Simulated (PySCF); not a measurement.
```xyz
5

Ge     0.0000     0.0001     0.0000
H     -0.8310    -0.7144    -1.0674
H      0.1064     1.4864    -0.3467
H      1.4005    -0.6135     0.0508
H     -0.6758    -0.1586     1.3633
```

Charge 0, multiplicity 1.

Give the Mulliken and meta-Löwdin atomic charges from r2SCAN-D4/def2-TZVP (PySCF).


```json
[
 {"atom": "Ge1", "Mulliken (e)": "0.01", "meta-Löwdin (e)": "0.18"},
 {"atom": "H2", "Mulliken (e)": "0.00", "meta-Löwdin (e)": "-0.04"},
 {"atom": "H3", "Mulliken (e)": "0.00", "meta-Löwdin (e)": "-0.04"},
 {"atom": "H4", "Mulliken (e)": "0.00", "meta-Löwdin (e)": "-0.04"},
 {"atom": "H5", "Mulliken (e)": "0.00", "meta-Löwdin (e)": "-0.04"}
]
```
